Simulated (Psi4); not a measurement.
HGe (SMILES [GeH]), doublet, at a GFN2-xTB geometry; SVWN/6-31G* (Psi4).

Here is a job for Psi4.
```
memory 2 GB

molecule {
0 2
Ge   -0.00000000   -0.00000000   -0.04951318
H     0.00000000    0.00000000    1.58442176
}

set {
  basis 6-31g*
  reference uks
  e_convergence 1e-4
}

energy('svwn')
print_variables()
```

### Question
Write the output that Psi4 gives for this input, abridged.

### Answer

```
   => Loading Basis Set <=

    Name: 6-31G*
    Role: ORBITAL
    Keyword: BASIS

         ---------------------------------------------------------
                                   SCF
               by Justin Turney, Rob Parrish, Andy Simmonett
                          and Daniel G. A. Smith
                              UKS Reference
         ---------------------------------------------------------

  ==> Geometry <==

    Molecular point group: c2v
    Full point group: C_inf_v

    Geometry (in Angstrom), charge = 0, multiplicity = 2:

       Center              X                  Y                   Z               Mass
    ------------   -----------------  -----------------  -----------------  -----------------
         GE           0.000000000000     0.000000000000    -0.021977077930    73.921177761000
         H            0.000000000000     0.000000000000     1.611957862070     1.007825032230

  Running in c2v symmetry.

  Rotational constants: A = ************  B =      6.35072  C =      6.35072 [cm^-1]
  Rotational constants: A = ************  B = 190389.77193  C = 190389.77193 [MHz]
  Nuclear repulsion =   10.363736233855187

  Charge       = 0
  Multiplicity = 2
  Electrons    = 33
  Nalpha       = 17
  Nbeta        = 16

  ==> Algorithm <==

  SCF Algorithm Type is DF.
  DIIS enabled.
  MOM disabled.
  Fractional occupation disabled.
  Guess Type is SAD.
  Energy threshold   = 1.00e-04
  Density threshold  = 1.00e-06
  Integral threshold = 1.00e-12

  ==> Primary Basis <==

  Basis Set: 6-31G*
    Blend: 6-31G*
    Number of shells: 14
    Number of basis functions: 37
    Number of Cartesian functions: 37
    Spherical Harmonics?: false
    Max angular momentum: 2

  ==> DFT Potential <==

   => LibXC <=

    Version 7.1.2
    S. Lehtola, C. Steigemann, M. J. T. Oliveira, and M. A. L. Marques,  SoftwareX 7, 1–5 (2018) (10.1016/j.softx.2017.11.002)

   => Composite Functional: SVWN <=

    Slater exchange
    Vosko, Wilk & Nusair (VWN5_RPA)
    P. A. M. Dirac,  Math. Proc. Cambridge Philos. Soc. 26, 376 (1930) (10.1017/S0305004100016108)
    F. Bloch,  Z. Phys. 57, 545 (1929) (10.1007/BF01340281)
    S. H. Vosko, L. Wilk, and M. Nusair,  Can. J. Phys. 58, 1200 (1980) (10.1139/p80-159)

    Deriv               =              1
    GGA                 =          FALSE
    Meta                =          FALSE

    Exchange Hybrid     =          FALSE
    MP2 Hybrid          =          FALSE

   => Exchange Functionals <=

    1.0000         XC_LDA_X

   => Correlation Functionals <=

    1.0000   XC_LDA_C_VWN_RPA

   => LibXC Density Thresholds  <==

    XC_LDA_C_VWN_RPA:  1.00E-15
    XC_LDA_X:  1.00E-15

   => Molecular Quadrature <=

    Radial Scheme          =       TREUTLER
    Pruning Scheme         =           NONE
    Nuclear Scheme         =       TREUTLER

    Blocking Scheme        =         OCTREE
    BS radius alpha        =              1
    Pruning alpha          =              1
    Radial Points          =             75
    Spherical Points       =            302
    Total Points           =          43188
    Total Blocks           =            392
    Max Points             =            256
    Max Functions          =             37
    Weights Tolerance      =       1.00E-15

   => Loading Basis Set <=

    Name: (6-31G* AUX)
    Role: JKFIT
    Keyword: DF_BASIS_SCF

  ==> Integral Setup <==

  SCF_SUBTYPE=INCORE selected. In-core MEM_DF algorithm will be used.
  Using in-core AOs.

  ==> MemDFJK: Density-Fitted J/K Matrices <==

    J tasked:                   Yes
    K tasked:                    No
    wK tasked:                   No
    Algorithm:                 Core
    Schwarz Cutoff:           1E-12
    Mask sparsity (%):       0.0000
    Fitting Condition:        1E-10

   => Auxiliary Basis Set <=

  Basis Set: (6-31G* AUX)
    Blend: CC-PVDZ-JKFIT
    Number of shells: 56
    Number of basis functions: 234
    Number of Cartesian functions: 234
[...]
    Occupation by irrep:
             A1    A2    B1    B2
    DOCC [     9,    1,    3,    3 ]
    SOCC [     0,    0,    0,    1 ]
    NA   [     9,    1,    3,    4 ]
    NB   [     9,    1,    3,    3 ]

   @DF-UKS iter  86: -2074.77031745828936   -1.26543e-03   1.22050e-03 DIIS/ADIIS
   @DF-UKS iter  87: -2074.77018801399117    1.29444e-04   1.32760e-03 DIIS/ADIIS
   @DF-UKS iter  88: -2074.76835982727926    1.82819e-03   2.36961e-03 DIIS/ADIIS
   @DF-UKS iter  89: -2074.76907436076181   -7.14533e-04   2.02725e-03 DIIS/ADIIS
   @DF-UKS iter  90: -2074.77005381127628   -9.79451e-04   1.43018e-03 DIIS/ADIIS
    Occupation by irrep:
             A1    A2    B1    B2
    DOCC [     9,    1,    3,    3 ]
    SOCC [     0,    0,    1,    0 ]
    NA   [     9,    1,    4,    3 ]
    NB   [     9,    1,    3,    3 ]

   @DF-UKS iter  91: -2074.77029318078075   -2.39370e-04   1.24128e-03 DIIS/ADIIS
    Occupation by irrep:
             A1    A2    B1    B2
    DOCC [     9,    1,    3,    3 ]
    SOCC [     0,    0,    0,    1 ]
    NA   [     9,    1,    3,    4 ]
    NB   [     9,    1,    3,    3 ]

   @DF-UKS iter  92: -2074.77034945754349   -5.62768e-05   1.19255e-03 DIIS/ADIIS
    Occupation by irrep:
             A1    A2    B1    B2
    DOCC [     9,    1,    3,    3 ]
    SOCC [     0,    0,    1,    0 ]
    NA   [     9,    1,    4,    3 ]
    NB   [     9,    1,    3,    3 ]

   @DF-UKS iter  93: -2074.77016818804896    1.81269e-04   1.34325e-03 DIIS/ADIIS
   @DF-UKS iter  94: -2074.76891052018073    1.25767e-03   2.11066e-03 DIIS/ADIIS
   @DF-UKS iter  95: -2074.76908611127146   -1.75591e-04   2.02111e-03 DIIS/ADIIS
   @DF-UKS iter  96: -2074.76923045580725   -1.44345e-04   1.94441e-03 DIIS/ADIIS
   @DF-UKS iter  97: -2074.76996292937247   -7.32474e-04   1.49567e-03 DIIS/ADIIS
    Occupation by irrep:
             A1    A2    B1    B2
    DOCC [     9,    1,    3,    3 ]
    SOCC [     0,    0,    0,    1 ]
    NA   [     9,    1,    3,    4 ]
    NB   [     9,    1,    3,    3 ]

   @DF-UKS iter  98: -2074.76996007266416    2.85671e-06   1.49767e-03 DIIS/ADIIS
    Occupation by irrep:
             A1    A2    B1    B2
    DOCC [     9,    1,    3,    3 ]
    SOCC [     0,    0,    1,    0 ]
    NA   [     9,    1,    4,    3 ]
    NB   [     9,    1,    3,    3 ]

   @DF-UKS iter  99: -2074.77028037666969   -3.20304e-04   1.25204e-03 DIIS/ADIIS
   @DF-UKS iter 100: -2074.76965706562396    6.23311e-04   1.69756e-03 DIIS/ADIIS

PsiException: Could not converge SCF iterations in 100 iterations.

  Failed to converge.

Traceback (most recent call last):
  File "psi4", line 375, in <module>
  File "<string>", line 24, in <module>
  File "site-packages/psi4/driver/driver.py", line 533, in energy
  File "site-packages/psi4/driver/procrouting/proc.py", line 2760, in run_scf
  File "site-packages/psi4/driver/procrouting/proc.py", line 2047, in scf_helper
  File "site-packages/psi4/driver/procrouting/scf_proc/scf_iterator.py", line 93, in scf_compute_energy
  File "site-packages/psi4/driver/procrouting/scf_proc/scf_iterator.py", line 86, in scf_compute_energy
  File "site-packages/psi4/driver/procrouting/scf_proc/scf_iterator.py", line 609, in scf_iterate

psi4.driver.p4util.exceptions.SCFConvergenceError: Could not converge SCF iterations in 100 iterations.

Printing out the relevant lines from the Psithon --> Python processed input file:
    """)
    core.IO.set_default_namespace("")
    core.set_global_option("BASIS", "6-31g*")
    core.set_global_option("REFERENCE", "uks")
    core.set_global_option("E_CONVERGENCE", 1e-4)
--> energy('svwn')
    print_variables()

!-------------------------------------------------------!
!                                                       !
!  Could not converge SCF iterations in 100 iterations. !
!                                                       !
!-------------------------------------------------------!
```

The run did not converge; its last values are not results.
